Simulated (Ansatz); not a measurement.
AlH5O4Si (`O[Si](O)(O)[O][AlH2]`), relaxed with RKS PBE0-D4/def2-TZVP in Ansatz 0.2.0 from a PBE-D4/def2-SVP geometry. The force threshold is 0.005 eV/Å; the program also tests the step.

The species carries charge 0 and has multiplicity 1.

Start:

```xyz
11

O    -0.529   -1.684   -1.213
Si   -0.557   -0.598    0.048
O     0.096   -1.362    1.377
O    -2.157   -0.144    0.209
O     0.372    0.745   -0.171
Al    1.771    1.740   -0.179
H    -1.198   -1.503   -1.895
H    -0.225   -2.273    1.493
H    -2.282    0.675    0.719
H     1.980    2.719    1.062
H     2.730    1.686   -1.450
```

```csv
step,energy (eV),largest force (eV/Å),largest move (Å)
1,-22740.2618,1.070,0.000
2,-22740.3459,0.596,0.034
3,-22740.3756,0.079,0.031
4 (rejected),-22740.3755,0.147,0.091
5,-22740.3806,0.070,0.044
6,-22740.3817,0.019,0.065
7,-22740.3820,0.067,0.038
8 (rejected),-22740.3817,0.116,0.135
9,-22740.3823,0.062,0.066
10,-22740.3833,0.059,0.098
11,-22740.3836,0.039,0.013
13,-22740.3848,0.045,0.082
15,-22740.3854,0.049,0.042
17,-22740.3864,0.048,0.057
19,-22740.3869,0.050,0.008
21,-22740.3874,0.039,0.046
23,-22740.3876,0.019,0.046
25,-22740.3877,0.017,0.003
27,-22740.3880,0.029,0.044
29,-22740.3882,0.014,0.031
31,-22740.3882,0.018,0.015
33 (rejected),-22740.3883,0.013,0.025
35,-22740.3883,0.008,0.013
36,-22740.3883,0.004,0.002
```

End:

```xyz
11

O    -0.550   -1.418   -1.329
Si   -0.551   -0.542    0.048
O     0.182   -1.427    1.209
O    -2.126   -0.219    0.354
O     0.287    0.831   -0.035
Al    1.733    1.697   -0.153
H    -1.281   -1.261   -1.928
H    -0.089   -2.343    1.281
H    -2.311    0.487    0.975
H     1.710    3.180    0.389
H     2.996    1.015   -0.812
```

Hardware: 4 threads of an AMD EPYC on a shared host. Wall time 3.8 min, peak host memory 0.69 GiB.
